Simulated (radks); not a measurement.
The holmium ion Ho52+, configuration [Ne] 3s2 3p3.

Method: Dirac Kohn-Sham, LB94 model potential, spin-unpolarised, spherical densities, finite nucleus; open shells fill j = l - 1/2 first; Fermi nuclear charge, rms radius 5.2022 fm; computed with a radial shooting solver on a logarithmic mesh with Libxc functionals.

Energy parts (hartree):
kinetic: 11106.5787
electron-nucleus: -21895.1613
Hartree: 1067.9968
(The LB94 potential has no energy functional, so no total or exchange-correlation energy is given.)

Orbitals (lengths in bohr, moments of r in powers of bohr; r(90%) holds 90 % of the orbital's charge):
orbital,occ.,eigenvalue (hartree),r(90%)
1s1/2,2,-2183.878,0.0375
2s1/2,2,-476.7175,0.134
2p1/2,2,-462.0615,0.118
2p3/2,4,-429.5779,0.127
3s1/2,2,-190.1486,0.306
3p1/2,2,-184.8142,0.295
3p3/2,1,-176.3847,0.309

The highest occupied level is 3p3/2 at -4799.7 eV. The electron density at the nucleus is 8.068e+05 e/bohr^3. The density falls to 0.001 e/bohr^3 at r = 0.61 bohr.
